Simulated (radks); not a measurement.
The numbers below are computed, except where a source is named.
Numerical settings for the platinum ion Pt+, [Xe] 4f14 5d9. Code: a radial shooting solver on a logarithmic mesh with Libxc functionals. Model: scalar-relativistic Kohn-Sham, PBEsol, spin-polarised, spherical densities, point nucleus; open shells are filled with parallel spins first (spin-orbit coupling, left out, can overturn this in heavy ions). The defaults (mesh step 0.008 in ln r, mesh end at 40 bohr or more with all orbitals vanishing there, Anderson mixing 0.5 over 9 steps, residual threshold near 1e-9 with the energy settled to 1e-9 hartree or 1e-11 of itself, here a cap of 61 iterations) give E = -18408.031 hartree and 5d at -14.018 eV in 15 iterations. Run on one thread of a shared host, so times are rough (Intel(R) Xeon(R) 6975P-C): 0.23 s of CPU time, 0.23 s wall, 15 iterations on 2602 mesh points. Changes against that run (0 stands for a change within the tolerance of the run):

setting,iterations,converged,E (mhartree),e(5d) (meV),CPU (s)
mesh step in ln r 0.03,15,yes,+0.00315,0,0.07
mesh step in ln r 0.12,4,no,diverged,-,0.01
mesh step in ln r 0.02,15,yes,0,0,0.1
mesh end (bohr) 5,15,yes,+22.4,+657,0.22
mesh end (bohr) 12,15,yes,0,+0.00637,0.22
residual threshold 1e-05,12,yes,0,-0.0552,0.2
residual threshold 0.01,10,yes,0,-0.713,0.17
mixing 0.05,20,yes,0,0,0.3
"linear mixing, mixing 1",61,no,+3.95e+05,-1.12e+06,2.7
"linear mixing, mixing 0.2",61,no,0,-0.00602,0.78
mixing history 2,22,yes,0,0,0.3
iteration cap 5,5,no,+5.34,+45.3,0.1

Settings that end as converged yet miss the energy by more than 1 mhartree: mesh end (bohr) 5 (+0.0224 hartree). A mesh that ends early acts as a hard wall.
